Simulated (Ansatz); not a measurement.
Computed with Ansatz on PBE0-D4/def2-TZVP structures; ΔE is electronic, products minus reactants. CBS: MP2 limit from def2 TZ/QZ plus the TZ coupled-cluster correction, frozen cores. Functionals use def2-TZVPP. For Br, Mg outer-core shells are correlated without core-valence functions, which leaves a few kJ/mol of doubt a bond. Scalar relativity is left out up to krypton. Each species was taken in one conformer, which may not be the lowest.

Reaction (ligand exchange at a Mg–Br bond): `C[S][Mg][Br]` + `O[SiH3]` → `C[S][Mg][O][SiH3]` + HBr

`C[S][Mg][Br]`:

```xyz
7

C    -0.783    0.984    0.162
S     0.995    0.768    0.522
Mg    1.412   -1.367   -0.145
Br    1.820   -3.557   -0.834
H    -1.402    0.287    0.726
H    -1.044    1.996    0.471
H    -0.998    0.889   -0.902
```

`O[SiH3]`:

Z-matrix (Å, degrees):
```
Si
O 1 1.648
H 1 1.489 2 111.7
H 1 1.489 2 111.7 3 120.9
H 1 1.481 2 105.9 3 -119.6
H 2 0.957 1 117.9 3 -60.5
```

`C[S][Mg][O][SiH3]`:

```xyz
11

C    -0.020    2.904    1.344
S     0.807    2.572   -0.252
Mg    0.432    0.352   -0.596
O     0.132   -1.392   -0.857
Si   -0.134   -2.963   -1.101
H    -1.092    2.716    1.295
H     0.129    3.962    1.559
H     0.418    2.328    2.158
H     0.436   -3.789    0.004
H    -1.595   -3.262   -1.177
H     0.487   -3.428   -2.376
```

HBr:

Cartesian coordinates in Å:
```
Br 0.309 -0.457 0.447
H -0.309 0.457 -0.447
```

| level | ΔE (kJ/mol) | difference from CCSD(T)/CBS |
| --- | --- | --- |
| LDA (SPW92) | 55.1 | 5.3 |
| revPBE-D4 | 54.7 | 4.9 |
| BHLYP-D4 | 58.8 | 9.0 |
| revPBE | 59.2 | 9.4 |
| BLYP | 50.3 | 0.5 |
| RPA@PBE/def2-TZVPP | 43.6 | -6.2 |
| HF/def2-SVP | 51.2 | 1.4 |
| CCSD/def2-SVP | 40.2 | -9.6 |
| CCSD(T)/def2-SVP | 39.3 | -10.5 |
| MP2/def2-QZVPP | 50.0 | 0.2 |
| CCSD(T)/CBS | 49.8 | 0 |

Largest T1 diagnostic among the species: 0.011.

From BLYP to BHLYP (50 % exact exchange), in def2-TZVPP and without D4, ΔE moves by +10.1 kJ/mol. In def2-TZVPP, CCSD(T) changes the Hartree–Fock value by −20.1 kJ/mol (the triples alone add −1.1 kJ/mol) and MP2 by −18.9 kJ/mol.

CCSD(T)/CBS has its own doubt, a few kJ/mol and more with outer-core shells, so smaller differences from it don't rank the levels.
